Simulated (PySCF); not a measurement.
**Property card for methyl benzoate, `COC(=O)c1ccccc1`**

Compound: methyl benzoate, C₈H₈O₂.
Cartesian coordinates in Å at the PBE0-D3(BJ)/def2-SVP level; atoms count from 1:
```
atom  x, y, z in Å
C1     3.283   -0.234   -1.000
O2     1.880   -0.362   -0.876
C3     1.316    0.346    0.111
O4     1.950    1.054    0.852
C5    -0.157    0.154    0.181
C6    -0.857    0.845    1.176
C7    -2.236    0.701    1.285
C8    -2.921   -0.134    0.400
C9    -2.225   -0.824   -0.593
C10   -0.844   -0.682   -0.706
H11    3.560    0.799   -1.259
H12    3.786   -0.498   -0.058
H13    3.586   -0.919   -1.800
H14   -0.294    1.490    1.853
H15   -2.782    1.240    2.062
H16   -4.004   -0.248    0.485
H17   -2.763   -1.476   -1.285
H18   -0.288   -1.215   -1.477
```

Structural features include: ester and benzene ring.

From PBE0-D3(BJ)/def2-SVP geometry optimisation, gas phase (PySCF):

| Property | Result |
| --- | --- |
| Rotational constants A, B, C | 3.536, 0.846, 0.686 GHz |

From PBE0/def2-SVPD ground state, ΔSCF and vertical TDDFT (core frozen in the response) (PySCF):

| Property | Result |
| --- | --- |
| Dipole moment | 2.02 D |
| HOMO energy | -7.61 eV |
| LUMO energy | -1.45 eV |
| HOMO–LUMO gap | 6.16 eV |
| Lowest singlet excitation | 5.02 eV (247 nm, f = 0.000) |
| Strongest line among the 10 lowest singlet transitions | S7 at 6.79 eV (183 nm, f = 0.571) |
| Lowest triplet excitation (Tamm–Dancoff) | 3.79 eV |
| Static isotropic polarisability | 100.7 au |
| Electronic spatial extent ⟨r²⟩ about the centre of nuclear charge | 1615 bohr² |

From PBE0/pcSseg-1 ground state and GIAO shieldings, non-relativistic (PySCF):

| Quantity | Value |
| --- | --- |
| Lowest Hirshfeld atomic charge | -0.25 e on O4 |
| Highest Hirshfeld atomic charge | +0.20 e on C3 |
| 13C chemical shifts (computed TMS as zero) by class | 170.0 (C3), 138.7 (C8), 136.4 (C6/C10), 133.8 (C5), 133.4 (C7/C9), 52.2 (C1) ppm |
| 1H chemical shifts (computed TMS as zero) by class | 8.34 (H14/H18), 7.62 (H16), 7.55 (H15/H17), 3.86 (H11/H12/H13) ppm |
| Isotropic shieldings of nuclei other than C and H, by class | -78 (O4), 159 (O2) ppm |
| Mayer bond orders between heavy atoms | C1–O2 0.87, O2–C3 1.09, C3–O4 1.93, C3–C5 0.98, C5–C6 1.42, C6–C7 1.43, C7–C8 1.42, C8–C9 1.43, C9–C10 1.43, C10–C5 1.36 |

Monoisotopic mass (most abundant isotopes): 136.0524 u.

The 10 singlets span 5.02 to 7.26 eV, and their oscillator strengths add up to 1.16. The largest Löwdin shares of the HOMO are 0.24 on C9, 0.24 on C6, 0.13 on C7 and 0.13 on C10. With B = h/(8π²I), that is 505.379 GHz u Å² over I, the principal moments of inertia are 142.9, 597.2 and 737.0 u Å² (most abundant isotopes). The rotational constants make it an asymmetric top with κ = (2B − A − C)/(A − C) = -0.89, nearer the prolate limit (−1). S1 lies 1.14 eV below the HOMO–LUMO gap; its leading configuration is HOMO−2→LUMO, weight 0.95.

 NMR classes are plain means over equivalent atoms (diastereotopic ones count apart unless rotation or inversion swaps them), as if these changed places fast; in this geometry the members of some classes differ.

For the geometry optimisation (PBE0-D3(BJ)/def2-SVP), the run took 3.7 min on one thread of an Arm Neoverse N1, no GPU, on a shared host.

One conformer stands for the species.
